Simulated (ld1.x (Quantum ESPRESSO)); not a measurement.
# Reading a pseudo-wave (Kr)

Columns: radius, all-electron u(r) and pseudo u(r) of the 4s shell (level -23.05 eV) of krypton in the configuration [Ne] 3s2 3p6 3d10 4s2 4p6; PBE, scalar-relativistic, TM semilocal scheme, ld1.x (Quantum ESPRESSO) 7.5.

```json
{"r (bohr)": "0.062", "all-electron": "-0.0627", "pseudo": "-0.0210"}
{"r (bohr)": "0.125", "all-electron": "-0.2823", "pseudo": "-0.0430"}
{"r (bohr)": "0.188", "all-electron": "-0.1222", "pseudo": "-0.0663"}
{"r (bohr)": "0.250", "all-electron": "0.1441", "pseudo": "-0.0912"}
{"r (bohr)": "0.312", "all-electron": "0.3499", "pseudo": "-0.1187"}
{"r (bohr)": "0.375", "all-electron": "0.4444", "pseudo": "-0.1503"}
{"r (bohr)": "0.438", "all-electron": "0.4316", "pseudo": "-0.1862"}
{"r (bohr)": "0.500", "all-electron": "0.3427", "pseudo": "-0.2266"}
{"r (bohr)": "0.562", "all-electron": "0.2077", "pseudo": "-0.2728"}
{"r (bohr)": "0.625", "all-electron": "0.0481", "pseudo": "-0.3261"}
{"r (bohr)": "0.688", "all-electron": "-0.1161", "pseudo": "-0.3860"}
{"r (bohr)": "0.750", "all-electron": "-0.2704", "pseudo": "-0.4510"}
{"r (bohr)": "0.812", "all-electron": "-0.4107", "pseudo": "-0.5205"}
{"r (bohr)": "0.875", "all-electron": "-0.5349", "pseudo": "-0.5937"}
{"r (bohr)": "0.938", "all-electron": "-0.6392", "pseudo": "-0.6660"}
{"r (bohr)": "1.000", "all-electron": "-0.7227", "pseudo": "-0.7325"}
{"r (bohr)": "1.062", "all-electron": "-0.7881", "pseudo": "-0.7907"}
{"r (bohr)": "1.125", "all-electron": "-0.8378", "pseudo": "-0.8381"}
{"r (bohr)": "1.188", "all-electron": "-0.8721", "pseudo": "-0.8721"}
{"r (bohr)": "1.250", "all-electron": "-0.8927", "pseudo": "-0.8927"}
{"r (bohr)": "1.312", "all-electron": "-0.9020", "pseudo": "-0.9020"}
{"r (bohr)": "1.375", "all-electron": "-0.9016", "pseudo": "-0.9016"}
{"r (bohr)": "1.438", "all-electron": "-0.8928", "pseudo": "-0.8928"}
{"r (bohr)": "1.500", "all-electron": "-0.8776", "pseudo": "-0.8776"}
{"r (bohr)": "1.562", "all-electron": "-0.8569", "pseudo": "-0.8569"}
{"r (bohr)": "1.625", "all-electron": "-0.8317", "pseudo": "-0.8317"}
```

(1) How many radial nodes do the two functions have?

(2) At about which radius was the pseudo-wave matched?

(3) Is the pseudo-wave norm-conserving?

Results:

(1) The all-electron 4s function has n − l − 1 = 3 (the table is too coarse to show those close to the nucleus); the pseudo-wave has 0, since the states of the same l below it are removed with the core.

(2) 1.25 bohr. The columns agree to 0.0005 from 1.12 bohr on; several derivatives are matched, so the curves merge somewhat inside the radius.

(3) Yes: the TM semilocal scheme keeps the norm inside the radius equal to the all-electron one, which fixes the energy derivative of the logarithmic derivative at the level.
